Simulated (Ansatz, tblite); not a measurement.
Forces on Ca2Te2 at its PBE-D4/def2-SVP geometry. Total charge 0; singlet.

In the def2 sets Te takes a core potential; there is no spin–orbit coupling. The xTB rows come from tblite. The restricted singlet is unstable towards broken spin symmetry in Hartree–Fock (as tested in another run); at PBE-D4/def2-TZVP this wasn't settled. Another isomer (singlet) lies 2.06 eV lower at PBE0-D4/def2-TZVP; other spin states weren't run for this one.

GFN1-xTB (tblite), largest force 0.70 eV/Å:

```xyz
4
positions Å, forces eV/Å
Ca   -0.154   -1.739    0.953    0.322    0.263   -0.436
Ca    1.410    0.054   -1.401   -0.238   -0.378    0.406
Te    0.310    1.286    1.185   -0.505   -0.161   -0.459
Te   -1.566    0.399   -0.737    0.421    0.276    0.489
```

GFN2-xTB (tblite), largest force 1.08 eV/Å:

```
Ca 0.392 -1.001 0.079
Ca -0.165 -0.200 0.253
Te 0.152 0.727 0.106
Te -0.379 0.475 -0.438
```

PBE-D4/def2-TZVP (Ansatz), largest force 0.20 eV/Å:

```
Ca 0.002 0.009 -0.008
Ca -0.007 -0.003 0.008
Te -0.129 -0.065 -0.135
Te 0.134 0.058 0.134
```
